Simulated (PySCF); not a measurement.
# How methods differ on the ionisation energy of Ho

Ho [Xe] 4f11 6s2 [4f5/2^6 4f7/2^5, M_J = 15/2] → Ho⁺ [Xe] 4f11 6s1 [4f5/2^6 4f7/2^5 6s1/2^1, M_J = 8], as a difference of total energies. Calculation: PySCF 2.14, in x2c-TZVPall-2c with one added diffuse shell each of s, p, d, f type (12s12p11d5f1g, 147 functions); the two-component X2C-1e Hamiltonian. Correlated levels: [Ar] 3d10 frozen; the 18 highest virtual spinors dropped. "Screened" scales the spin-orbit matrix elements by Boettger's factors to mimic the two-electron term; Breit and QED terms are absent.

```json
{"method": "GHF (spin-free)", "ionisation energy (eV)": "4.931"}
{"method": "GMP2 (spin-free)", "ionisation energy (eV)": "5.947"}
{"method": "GHF (screened spin-orbit)", "ionisation energy (eV)": "4.934"}
{"method": "GMP2 (screened spin-orbit)", "ionisation energy (eV)": "5.950"}
```

**Question.** How much does correlation contribute at GMP2 (screened spin-orbit)?

**Answer.** 5.950 − (4.934) = 1.016 eV, measured against GHF (screened spin-orbit).

The spin-free rows relax to the high-spin LS determinant and lack the spin-orbit shift.

The labels give the starting determinants; with spin-orbit coupling the two ends relaxed to ⟨J²⟩ = 63.76, ⟨L²⟩ = 42.40, ⟨S²⟩ = 3.78 and ⟨J²⟩ = 72.01, ⟨L²⟩ = 42.39, ⟨S²⟩ = 6.01.

For comparison: 6.021 eV (measured; NIST Atomic Spectra Database, ionization energies).
